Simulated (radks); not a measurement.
The numbers below are computed, except where a source is named.
Charge is removed step by step from the 6s1/2 level of Bi, starting from [Hg] 6p3. Code: a radial shooting solver on a logarithmic mesh with Libxc functionals. Model: Dirac Kohn-Sham, PBE, spin-unpolarised, spherical densities, point nucleus; open shells fill j = l - 1/2 first.

removed (e)  E - E(0) (eV)  eigenvalue (eV)  E minus straight line (eV)
0                    0.000          -13.856                       0.000
0.125                1.796          -14.881                      -0.471
0.25                 3.721          -15.929                      -0.812
0.375                5.779          -16.997                      -1.020
0.5                  7.971          -18.084                      -1.094
0.625               10.301          -19.189                      -1.031
0.75                12.769          -20.310                      -0.829
0.875               15.379          -21.446                      -0.486
1                   18.131          -22.597                       0.000

Removing the whole electron costs 18.131 eV by Delta-SCF, against 13.856 eV from minus the eigenvalue at the starting occupation. Slater's transition state (half an electron removed) gives 18.084 eV. Integrating minus the eigenvalue over the occupation (Janak's theorem) gives 18.131 eV. The mean slope of the eigenvalue, de/dn, is 8.74 eV per electron.
